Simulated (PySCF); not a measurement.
CH₃N₂S, multiplicity 2. Atoms are numbered in the order given.

```xyz
7

N      0.9545    -0.9430     0.8073
C     -0.0565    -0.2929     0.3039
N     -1.3241    -0.6924     0.5377
S      0.2896     0.9700    -0.8130
H      1.8060    -0.3781     0.7975
H     -1.4536    -1.5546     1.0533
H     -2.0597    -0.3826    -0.0812
```
Charge 0, spin multiplicity 2.

Coordinates come from a PBE0-D3(BJ)/def2-SVP optimisation. The isomer is the one that the SMILES or the coordinates give; other isomers of the formula were not compared. One conformer was computed; it need not be the lowest.

Computed with PBE/def2-TZVPD (PySCF).

Isolated molecule, no solvent.

Computed frontier levels, dipole moment and polarisability:
```yaml
"α spin, highest occupied and lowest empty level": -6.02 and -1.15 eV
"β spin, highest occupied and lowest empty level": -5.78 and -5.10 eV
dipole_moment: 2.13 D
quadrupole, principal values (traceless, Buckingham form, about the centre of nuclear charge): -5.48, -3.80, 9.28 D·Å
mean_static_polarisability: 60.0 bohr³ (8.89 Å³)
polarisability_principal_values: 38.8, 58.9, 82.2 bohr³
"⟨S²⟩": 0.756 (pure state 0.75)
```
